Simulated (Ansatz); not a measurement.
```yaml
crystal:
  periodic: [false, false, false]
  atoms:
    - {symbol: O, position_ang: [2.512755, -1.132894, -1.322917]}
    - {symbol: C, position_ang: [1.650601, -0.685496, -0.726781]}
    - {symbol: Os, position_ang: [0.000726, 0.000940, 0.002675]}
    - {symbol: C, position_ang: [-1.883465, 0.339344, -0.243613]}
    - {symbol: O, position_ang: [-2.968026, 0.456611, -0.573499]}
    - {symbol: C, position_ang: [0.509066, 1.851633, -0.206404]}
    - {symbol: O, position_ang: [0.835557, 2.940677, -0.128717]}
    - {symbol: C, position_ang: [-0.275591, -1.504779, 1.178947]}
    - {symbol: O, position_ang: [-0.381623, -2.266037, 2.020309]}
basis:
  gaussian: {orbitals: def2-SVP, point_charges: [{charge: -1.00, position_ang: [7.437, -0.169, 0.449]}]}
total_charge: 1
magnetization: {spin_polarized: true, initial_magnetization: 1}
hamiltonian: {xc: {name: revPBE0}, dispersion: d3bj}
output: {forces: true}
```

```sh
$ ansatz run in.yaml --threads 8 --pin off --events-out ev --progress --plain --max-ram 20889MiB
```

It prints (some lines left out):

```
Functional definition: revPBE0
1412 factors; integrals over basis functions are off by at most 7.4e-4 eV
mean field evaluation 1: about -14776.1973 eV, gradient 4.7e1 eV
mean field evaluation 2: about -14743.4193 eV, gradient 1.1e2 eV
mean field evaluation 4: about -14783.4000 eV, gradient 9.9e0 eV
mean field evaluation 8: about -14784.3078 eV, gradient 2.6e-1 eV
mean field evaluation 16: about -14784.3086 eV, gradient 1.6e-2 eV
mean field evaluation 32: about -14784.3086 eV, gradient 1.5e-4 eV
mean field -14784.30858397 eV, -543.3133192965 hartree, gradient 2.4e-5 eV, S^2 0.752768; 4 other end points of the search recorded, 0 dependent functions left out
reference -14784.30861020 eV, -543.3133202607 hartree; 36, 35 occupied and 108, 109 virtual orbitals, 1412 factors
Total energy: -14784.90131557 eV, -543.3351017810 hartree
Atom 0 at     2.512755    -1.132894    -1.322917 Å, force    -1.168862     0.478157     0.518574 eV/Å
Atom 1 at     1.650601    -0.685496    -0.726781 Å, force     3.330263    -0.912788    -0.431916 eV/Å
Atom 2 at     0.000726     0.000940     0.002675 Å, force    -0.432051     0.054391     0.097241 eV/Å
Atom 3 at    -1.883465     0.339344    -0.243613 Å, force    -2.123078     0.807373     0.723385 eV/Å
Atom 4 at    -2.968026     0.456611    -0.573499 Å, force     0.707001    -0.183809    -0.037084 eV/Å
Atom 5 at     0.509066     1.851633    -0.206404 Å, force     0.654807     2.445737    -1.238834 eV/Å
Atom 6 at     0.835557     2.940677    -0.128717 Å, force    -0.284172    -0.965496     0.165569 eV/Å
Atom 7 at    -0.275591    -1.504779     1.178947 Å, force    -0.535476    -2.483718     0.715954 eV/Å
Atom 8 at    -0.381623    -2.266037     2.020309 Å, force     0.132736     0.757583    -0.487905 eV/Å
Dipole moment:     0.238928    -0.024175    -0.030440 e Å
```

Run time 9.5 s (8 threads of an AMD EPYC on a shared host); peak host memory 0.6 GiB.
